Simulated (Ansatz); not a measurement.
CH8N2OSi, singlet, geometry from GFN2-xTB; B3LYP/def2-TZVPD run with Ansatz (a program for electronic structure).

The Ansatz input:
Ansatz 0.2 input:
```yaml
crystal:
  periodic: [false, false, false]
  atoms:
    - {symbol: Si, position_ang: [0.33270500, 0.41717848, 0.20804599]}
    - {symbol: N, position_ang: [1.09582344, -0.89184036, 1.03739494]}
    - {symbol: N, position_ang: [1.32924209, 1.16670459, -0.98468215]}
    - {symbol: O, position_ang: [-1.00241381, -0.15124645, -0.53888070]}
    - {symbol: C, position_ang: [-2.07007951, -0.83399089, 0.04543236]}
    - {symbol: H, position_ang: [0.03233518, 1.42701615, 1.21792111]}
    - {symbol: H, position_ang: [1.14761018, -1.78455421, 0.57174559]}
    - {symbol: H, position_ang: [1.96725777, -0.70552516, 1.50390592]}
    - {symbol: H, position_ang: [1.77566325, 0.57512732, -1.66782439]}
    - {symbol: H, position_ang: [0.96082206, 1.97998784, -1.44967465]}
    - {symbol: H, position_ang: [-2.67147595, -0.15372286, 0.65391094]}
    - {symbol: H, position_ang: [-1.71630486, -1.64747809, 0.68227899]}
    - {symbol: H, position_ang: [-2.68944887, -1.24148245, -0.75544548]}
basis:
  gaussian:
    orbitals: def2-TZVPD
hamiltonian:
  xc: b3lyp
```

Output, abridged:

```
Functional definition: B3LYP
1413 factors; their error is unknown
mean field evaluation 1: about -14060.6794 eV, gradient 1.0e2 eV
mean field evaluation 2: about -14033.0159 eV, gradient 1.5e2 eV
mean field evaluation 4: about -14078.4472 eV, gradient 1.0e1 eV
mean field evaluation 8: about -14078.6198 eV, gradient 4.9e-1 eV
mean field evaluation 16: about -14078.6202 eV, gradient 3.9e-5 eV
mean field -14078.62016895 eV, -517.3797483774 hartree, gradient 4.0e-5 eV, S^2 0.000000; 0 other end points of the search recorded, 0 dependent functions left out
reference -14078.62048847 eV, -517.3797601195 hartree; 25, 25 occupied and 241, 241 virtual orbitals, 1413 factors
Total energy: -14078.62048847 eV, -517.3797601195 hartree
```
